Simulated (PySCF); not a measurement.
**Working out the ionisation energy of As⁺**

As⁺ [Ar] 3d10 4s2 4p2 (3P) → As²⁺ [Ar] 3d10 4s2 4p1 (2P). Computed with PySCF 2.14 in def2-SVP (5s4p3d, 32 functions), with the non-relativistic Hamiltonian (point nucleus). Frozen: [Ar] 3d10. Energies in hartree (1 hartree = 27.21139 eV):

| part | As⁺ (lower) | As²⁺ (upper) |
| --- | --- | --- |
| UHF | -2233.569160 | -2232.907406 |
| CCSD correlation | -0.061021 | -0.050625 |
| (T) | -0.000776 | -0.000480 |

Problem. What does Hartree-Fock give?

Solution. (-2232.907406) − (-2233.569160) = 0.661754 hartree = 18.007 eV.

Problem. What do CCSD and CCSD(T) give?

Solution. The CCSD correlation energies differ by 0.010396 hartree = 0.283 eV and the triples by 0.000296 hartree = 0.008 eV, so CCSD gives 18.290 eV and CCSD(T) 18.298 eV.

Reference: 18.589 eV (measured; NIST Atomic Spectra Database, ionization energies), between the lowest levels; spin-orbit coupling is absent from the calculation.

The calculation is non-relativistic.

A double-zeta basis recovers only part of the correlation energy.

What remains against the reference includes basis incompleteness, the frozen core and higher excitations.
